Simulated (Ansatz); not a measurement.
Energy landscape of H2F (cation, charge +1), singlet: map of symmetric stretch and bend. Scanned: F-H bond length and H-F-H angle.

Calculation: restricted PBE/cc-pVDZ run with Ansatz (an electronic-structure program).

Energy in kJ/mol above the lowest grid point; x is the F-H bond length (Å), y the H-F-H angle (°).

```
y \ x    0.82   0.87   0.92   0.95   1.01   1.07   1.10   1.16   1.19   1.26   1.30
------  -----  -----  -----  -----  -----  -----  -----  -----  -----  -----  -----
180     204.6  119.8   77.4   66.9   69.8   94.7  112.6  155.6  179.5  238.8  273.9
171.40  202.6  117.8   75.3   64.6   67.3   92.0  109.8  152.6  176.5  235.6  270.5
161.82  195.9  111.0   68.1   57.2   59.3   83.4  100.9  143.2  166.8  225.4  260.1
152.44  185.7  100.5   57.3   46.1   47.4   70.6   87.8  129.4  152.8  211.0  245.4
138.04  166.6   81.0   37.1   25.5   25.7   47.9   64.6  105.5  128.6  186.4  220.9
127.80  154.7   68.3   24.0   12.0   11.8   33.5   50.0   90.6  113.7  171.5  206.1
118.64  148.7   61.2   16.1    3.8    3.1   24.5   40.9   81.4  104.4  162.4  197.1
110.09  149.9   60.7   14.3    1.5    0.0   21.0   37.3   77.6  100.5  158.5  193.3
101.39  160.2   68.6   20.3    6.5    3.6   23.7   39.6   79.5  102.3  160.1  194.8
89.01   194.9   98.8   46.5   30.7   24.1   41.4   56.3   94.4  116.6  173.1  207.3
77.55   253.1  151.2   93.6   74.9   63.2   76.0   88.9  123.6  144.3  198.1  231.0
70      309.1  201.7  139.3  117.9  101.4  110.1  121.1  152.5  171.6  222.3  253.7
```

Points that lie below all their neighbours on the grid: x = 1.01, y = 110.09 (0.0 kJ/mol).
